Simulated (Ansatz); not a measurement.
`C[Si](O)(F)Cl` + H₂Te → `O[Si](F)(Cl)[TeH]` + CH₄ at 600 K and 1 bar (ligand exchange at the Si–C bond).

Program: Ansatz. Geometries: PBE0-D4/def2-TZVP. ΔE: electronic, gas phase. CCSD(T)/CBS adds triple-zeta CCSD(T) − MP2 to the extrapolated MP2 energy (def2 sets, frozen cores). This one scheme is used for every species. Elements past krypton have def2 core potentials. For Te outer-core shells are correlated without core-valence functions, which leaves a few kJ/mol of doubt a bond. Each species was taken in one conformer, which may not be the lowest.

```tsv
species	CCSD(T)/CBS energy (Eh)	H − E (kJ/mol)	S (J/(mol·K))
`C[Si](O)(F)Cl`	-964.48585	207.4	433.4
H₂Te	-268.91024	52.9	255.0
`O[Si](F)(Cl)[TeH]`	-1192.94963	129.4	462.0
CH₄	-40.46206	140.4	215.7
```

H − E and S are ideal-gas, rigid-rotor, harmonic terms from PBE0-D4/def2-TZVP, for one conformer and one mirror image of each species. 1 Eh = 2625.50 kJ/mol, R = 8.31446 J/(mol·K).

Q: By hand: ΔE, ΔH, ΔS and ΔG.

A: ΔE = (-1192.94963) + (-40.46206) − (-964.48585) − (-268.91024) = -0.01560 Eh = -41.0 kJ/mol. Δ(H − E) = 129.4 + 140.4 − 207.4 − 52.9 = 9.5, so ΔH = -31.5 kJ/mol. ΔS = 462.0 + 215.7 − 433.4 − 255.0 = -10.7 J/(mol·K). ΔG = -31.5 − 600 × (-10.7)/1000 = -25.1 kJ/mol.

Q: By hand: the equilibrium constant, and the temperature at which ΔG would vanish if ΔH and ΔS stayed fixed.

A: log₁₀ K = −ΔG/(RT ln 10) = 2.2. ΔG = 0 at ΔH/ΔS = 2944 K, far beyond where these terms or the molecules hold.

The number of gas molecules stays the same, so ΔS is small and ΔH decides. A doubt of 5 kJ/mol in ΔE shifts log₁₀ K by 0.4 here. Other conformers and mirror images would add mixing entropy, several J/(mol·K) or more a flexible species. These are equilibria of isolated gas molecules and say nothing of rates. Largest T1 diagnostic: 0.011 (customary marks: 0.02 for closed shells, 0.045 for open ones).
